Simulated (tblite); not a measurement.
Computed with GFN2-xTB (tblite): harmonic, unscaled wavenumbers at the GFN2-xTB geometry, gas phase. The method is semi-empirical: single wavenumbers can be off by several per cent or more. Modes of hydrogen on phosphorus and silicon can be 10 to 20 % off. One conformer each. Open shells enter through the occupations alone, without spin polarisation, and single modes of such species can be off by tens of per cent. Thermal functions are those of the rigid rotor and harmonic oscillator, without mixing of conformers.

**Question.** Order these by their heat capacity Cp at 298.15 K, highest first (cal/(mol K)).
A. `FC(F)(F)C1=C[C@H]2C=C[C@@H]1C=C2`
B. `CCN(C)[SiH2][SiH2]` [radical]
C. `N[CH]C1C[SiH2]C1` [radical]
D. `[H]/[C]=C1/CC[C@@]1(F)CF` [radical]
E. `FC(F)O[C]1CCS1` [radical]
F. `C=C[SiH][SiH2]P` [radical]

**Answer.** A (40.0), B (38.7), F (34.6), C (32.5), D (31.6), E (29.8).

| SMILES | atoms | mass (u) | symmetry number | modes under 300 cm⁻¹ | ZPE (kcal/mol) | S translation (cal/(mol K)) | S rotation | S vibration | S spin | S | Cp |
| --- | --- | --- | --- | --- | --- | --- | --- | --- | --- | --- | --- |
| FC(F)(F)C1=C[C@H]2C=C[C@@H]1C=C2 | 19 | 172.05 | 1 | 5 | 84.6 | 41.4 | 30.2 | 25.4 | 0.0 | 96.9 | 40.0 |
| CCN(C)[SiH2][SiH2] | 18 | 118.05 | 1 | 8 | 87.8 | 40.2 | 28.5 | 30.6 | 1.4 | 100.7 | 38.7 |
| C=C[SiH][SiH2]P | 13 | 118.99 | 1 | 6 | 51.8 | 40.3 | 28.4 | 29.2 | 1.4 | 99.2 | 34.6 |
| N[CH]C1C[SiH2]C1 | 16 | 100.06 | 1 | 4 | 80.0 | 39.7 | 27.4 | 19.9 | 1.4 | 88.4 | 32.5 |
| [H]/[C]=C1/CC[C@@]1(F)CF | 15 | 117.05 | 1 | 5 | 69.7 | 40.2 | 28.1 | 20.8 | 1.4 | 90.4 | 31.6 |
| FC(F)O[C]1CCS1 | 13 | 139.00 | 1 | 5 | 53.9 | 40.7 | 28.9 | 22.5 | 1.4 | 93.6 | 29.8 |

Entropies and Cp are for 298.15 K and 1 bar.
